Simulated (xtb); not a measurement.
xtb input (GFN-FF):

```bash
xtb mol.xyz --gfnff --opt tight --chrg 0 --uhf 0
```
mol.xyz:
```
4

Cl    -1.10941674     2.10131064     0.00827663
Ga    -0.41957854     0.08557915     0.00561953
Cl    -1.84345072    -1.49903032     0.03127192
Br     1.80587662    -0.36833484    -0.02418659
```

End of the output:

```
         :::::::::::::::::::::::::::::::::::::::::::::::::::::
         ::                     SUMMARY                     ::
         :::::::::::::::::::::::::::::::::::::::::::::::::::::
         :: total energy              -0.173106481974 Eh    ::
         :: gradient norm              0.000196830563 Eh/a0 ::
         ::.................................................::
         :: bond energy               -0.182646039539 Eh    ::
         :: angle energy               0.000000000936 Eh    ::
         :: torsion energy             0.000000000000 Eh    ::
         :: repulsion energy           0.016867529557 Eh    ::
         :: electrostat energy        -0.004602653052 Eh    ::
         :: dispersion energy         -0.002725319876 Eh    ::
         :: HB energy                  0.000000000000 Eh    ::
         :: XB energy                  0.000000000000 Eh    ::
         :: bonded atm energy          0.000000000000 Eh    ::
         :: external energy            0.000000000000 Eh    ::
         :: add. restraining           0.000000000000 Eh    ::
         :: total charge               0.000000000000 e     ::
         :::::::::::::::::::::::::::::::::::::::::::::::::::::

           -------------------------------------------------
          |                Property Printout                |
           -------------------------------------------------

molecular dipole:
                 x           y           z       tot (Debye)
 q only:        0.248      -0.051      -0.003       0.644
           -------------------------------------------------
          |                Geometry Summary                 |
           -------------------------------------------------

      molecular mass/u    :      220.5324690
   center of mass at/Å    :        0.0493011      -0.0100557      -0.0006603
  moments of inertia/u·Å² :        0.2454246E+03   0.4520810E+03   0.6975056E+03
rotational constants/cm⁻¹ :        0.6868762E-01   0.3728896E-01   0.2416845E-01

 * 3 selected distances

     #   Z          #   Z                                           value/Å
     1  17 Cl       2  31 Ga                                      2.1481277
     2  31 Ga       3  17 Cl                                      2.1481277 (min)
     2  31 Ga       4  35 Br                                      2.3005436 (max)

 * 2 distinct bonds (by element types)

   Z      Z             #   av. dist./Å        max./Å        min./Å
  17 Cl  31 Ga          2     2.1481277     2.1481277     2.1481277
  31 Ga  35 Br          1     2.3005436     2.3005436     2.3005436

optimized geometry written to: xtbopt.xyz

           -------------------------------------------------
          | TOTAL ENERGY               -0.173106481974 Eh   |
          | GRADIENT NORM               0.000196830563 Eh/α |
           -------------------------------------------------
########################################################################
[WARNING] Runtime exception occurred
-1- gfnff_setup: Could not read topology file.
########################################################################

------------------------------------------------------------------------
------------------------------------------------------------------------
 total:
Note: The following floating-point exceptions are signalling: IEEE_UNDERFLOW_FLAG IEEE_DENORMAL
normal termination of xtb
 SCF:
 ANC optimizer:
```
